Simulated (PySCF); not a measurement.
# UHF on Cl²⁺ (chlorine, charge +2)

Configuration: [Ne] 3s2 3p3, high-spin 4S determinant. All numbers are calculated (PySCF 2.14, the spin-free X2C one-electron Hamiltonian (Gaussian nucleus), in cc-pVTZ-DK (5s4p2d1f, 34 functions)).

* Total energy: -459.632801 hartree
* One-electron energy: -620.5961 hartree
* Hartree (Coulomb) energy: 188.0227 hartree
* Exchange energy: -27.0594 hartree
* ⟨S²⟩: 3.7508
* ⟨L²⟩: 0.000
* Sum of ⟨r⟩: 11.19 bohr
* Sum of ⟨r²⟩: 15.44 bohr²
* Langevin diamagnetic susceptibility: -12.2 ×10⁻⁶ cm³/mol
* Time after the integrals: 0.05 s of wall time on 1 thread of AMD EPYC 9R45 96-Core Processor (shared host)

| shell | electrons | mean orbital energy (hartree) | rms radius, mean of both spins (bohr) |
| --- | --- | --- | --- |
| 1s α | 1 | -106.31680 | 0.105 |
| 1s β | 1 | -106.27531 | 0.105 |
| 2s α | 1 | -11.70685 | 0.478 |
| 2s β | 1 | -11.66543 | 0.478 |
| 2p α | 3 | -9.11881 | 0.450 |
| 2p β | 3 | -9.04453 | 0.450 |
| 3s α | 1 | -2.12108 | 1.56 |
| 3s β | 1 | -1.71898 | 1.56 |
| 3p α | 3 | -1.45834 | 1.72 |

Densities and radii are taken from the X2C orbitals without a picture-change correction, which distorts them close to the nucleus.
